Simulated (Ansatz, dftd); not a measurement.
System: SiHClF, charge 0, doublet. SiHClF (SMILES F[SiH]Cl, doublet).
B3LYP-D3(BJ)/def2-TZVP minimum from Ansatz (a first-principles code):
```
Si
F 1 1.6025
H 1 1.4888 2 107.08
Cl 1 2.0590 3 108.25 2 116.77
```
Charge 0, spin multiplicity 2.

Property: atomisation energy (electronic, to ground-state atoms), in kJ/mol. Radicals and triplets start from unrestricted determinants; spin-orbit coupling is neglected. Correlated methods leave the cores frozen. Rows without X2C or -DK are non-relativistic. CBS(X,Y): correlation extrapolated as X^-3, Hartree-Fock from the larger set. A bracket is a step between two methods taken in the basis named. Functionals run without relativity, which enters their misses. '+ core + X2C': CCSD(T) terms for core correlation (cc-pwCVTZ, 1s frozen past Ne) and scalar relativity (cc-pVTZ-DK). For partners of very few electrons the exact lower level stands in for a higher one.

```csv
level,program,atomisation energy (kJ/mol),difference against the last row
HF/cc-pV(Q+d)Z,Ansatz,950.7,-312.5
r2SCAN-D3(BJ)/def2-TZVPD,Ansatz + dftd3,1276.8,13.6
CAM-B3LYP-D3(BJ)/def2-TZVPD,Ansatz + dftd3,1254.9,-8.3
CCSD(T)/cc-pV(T+d)Z,Ansatz,1209.7,-53.5
CCSDT(Q)/cc-pV(D+d)Z,Ansatz,1104.8,-158.4
"CCSD(T)/CBS(cc-pV(T+d)Z,cc-pV(Q+d)Z) + [CCSDT(Q) - CCSD(T)]/cc-pV(D+d)Z + core + X2C",Ansatz,1263.2,0.0
```
